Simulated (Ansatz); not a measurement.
`C=[CH][Sn]([Cl])([Cl])[Cl]` → `[Cl][Sn][Cl]` + `C=CCl` at 700 K and 1 bar (stannylene formation by 1,1-elimination).

Isolated molecules relaxed with PBE0-D4/def2-TZVP in Ansatz; ΔE leaves out vibrations. CCSD(T)/CBS is the MP2 limit (def2-TZVPP, def2-QZVPP) plus CCSD(T) − MP2 in def2-TZVPP, frozen cores. This one scheme is used for every species. def2 core potentials past Kr. For Sn outer-core shells are correlated without core-valence functions, which leaves a few kJ/mol of doubt a bond. One conformer a species, not always the lowest.

```tsv
species	CCSD(T)/CBS energy (Eh)	H − E (kJ/mol)	S (J/(mol·K))
`C=[CH][Sn]([Cl])([Cl])[Cl]`	-1671.39163	204.9	539.5
`[Cl][Sn][Cl]`	-1133.69328	41.3	353.9
`C=CCl`	-537.65823	153.0	322.7
```

H − E and S are ideal-gas, rigid-rotor, harmonic terms from PBE0-D4/def2-TZVP, for one conformer and one mirror image of each species. 1 Eh = 2625.50 kJ/mol, R = 8.31446 J/(mol·K).

By hand: ΔE, ΔH, ΔS and ΔG.

ΔE = (-1133.69328) + (-537.65823) − (-1671.39163) = 0.04012 Eh = 105.3 kJ/mol. Δ(H − E) = 41.3 + 153.0 − 204.9 = -10.6, so ΔH = 94.7 kJ/mol. ΔS = 353.9 + 322.7 − 539.5 = 137.1 J/(mol·K). ΔG = 94.7 − 700 × (137.1)/1000 = -1.3 kJ/mol.

By hand: the equilibrium constant, and the temperature at which ΔG would vanish if ΔH and ΔS stayed fixed.

log₁₀ K = −ΔG/(RT ln 10) = 0.1. ΔG = 0 at ΔH/ΔS = 691 K.

The number of gas molecules changes by +1, which sets the sign of ΔS. The sign of ΔG lies within the doubt. A doubt of 5 kJ/mol in ΔE shifts log₁₀ K by 0.4 here. Other conformers and mirror images would add mixing entropy, several J/(mol·K) or more a flexible species. Modes under 60 cm⁻¹, often nearly free rotors, make the harmonic entropy too high. These are equilibria of isolated gas molecules and say nothing of rates. Largest T1 diagnostic: 0.014 (customary marks: 0.02 for closed shells, 0.045 for open ones).
